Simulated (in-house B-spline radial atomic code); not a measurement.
Values are calculated unless marked as measured or tabulated.
# Making a Troullier-Martins s channel for Ru, r_c = 0.82 bohr

Ru, [Kr] 4d7 5s1, non-relativistic LDA (VWN5), spherical and spin-unpolarised, from an all-electron radial atomic-structure program (B-spline basis) (atomic units). The all-electron 4s level is ε = -2.628363 hartree, its outermost node lies just inside 0.51 bohr and its outer maximum at 0.94 bohr.

Inside r_c the pseudo-orbital is u(r) = r^1 exp(p(r)), with p = c0 + c2 r² + c4 r⁴ + … + c12 r¹². The seven coefficients follow from p and its first four derivatives at r_c, from zero curvature of the screened potential at the origin, c4 = −c2²/(2l + 5), and from the norm inside r_c. At r_c the all-electron orbital has P = 1.076325, P' = 1.153887, the screened potential V = -8.126465, V' = 21.61087, V'' = -73.35554, and the norm inside is Q = 0.2462241.

**Question.** What are p, p' and p'' at r_c?

**Answer.** p = ln(P/r_c^1) = ln(1.076325/0.82) = 0.27200. p' = P'/P − 1/r_c = 1.07206 − 1.21951 = -0.14745. The radial equation gives p'' = 2(V − ε) − 2(1) p'/r_c − p'² = -10.99620 − (-0.35963) − 0.02174 = -10.65831. Differentiating, p''' = 2V' + 2(1)p'/r_c² − 2(1)p''/r_c − 2p'p'' = 65.636, and p'''' = 2V'' − 4(1)p'/r_c³ + 4(1)p''/r_c² − 2(1)p'''/r_c − 2p''² − 2p'p''' = -576.98.

For a trial c2 the five matching conditions are linear in c0, c6, c8, c10 and c12, and c2 is varied until the norm inside r_c equals Q. The root nearest zero gives:

```tsv
n	c_n
0	0.3542413
2	-3.029804
4	-1.835943
6	58.99637
8	-148.0576
10	144.0382
12	-50.66993
```

**Question.** Check c4 and p(r_c), and find the screened pseudopotential at the origin.

**Answer.** −c2²/5 = -1.83594, as listed. The terms c_n r_c^n are 0.35424, -2.03724, -0.83007, 17.93529, -30.26506, 19.79776, -4.68292, which sum to 0.27200. Inverting the radial equation, V_l(r) = ε + 1 p'/r + (p'' + p'²)/2, so V_l(0) = ε + (2l + 3) c2 = -2.628363 + 3 × (-3.0298) = -11.7178 hartree, finite where the all-electron potential diverges.

Orbitals and screened potentials:

| r (bohr) | P | u | V all-electron | V pseudo |
| --- | --- | --- | --- | --- |
| 0.082 | 0.3575 | 0.1145 | -383.2 | -11.66 |
| 0.205 | -0.222 | 0.2574 | -104.8 | -9.959 |
| 0.328 | -0.6227 | 0.3492 | -47.9 | -4.107 |
| 0.451 | -0.2191 | 0.4297 | -26.9 | 3.175 |
| 0.574 | 0.3795 | 0.5835 | -16.96 | 4.892 |
| 0.697 | 0.8355 | 0.8496 | -11.47 | -4.178 |
| 0.82 | 1.076 | 1.076 | -8.126 | -8.126 |

Logarithmic derivatives P'/P at R = 1.12 bohr, for energies E around ε:

```
E − ε (hartree)  all-electron     pseudo
           -0.5     -0.350627  -0.353704
          -0.25     -0.601184  -0.602065
           -0.1     -0.761446  -0.761599
              0      -0.87285   -0.87285
            0.1     -0.988176  -0.988348
           0.25      -1.16908   -1.17026
            0.5      -1.49413   -1.49967
```

**Question.** With P(R) = 1.043108 and a norm of 0.6165261 inside R, what slope in energy does norm conservation fix?

**Answer.** d(P'/P)/dE = −2 × (norm inside R)/P(R)² = -1.1332 per hartree·bohr at E = ε, for both atoms, since orbital and norm agree at R. Differences over ±0.1 hartree give -1.1337 (all-electron) and -1.1337 (pseudo), which also hold third-order terms. Half a hartree below ε the two curves differ by -0.0031.
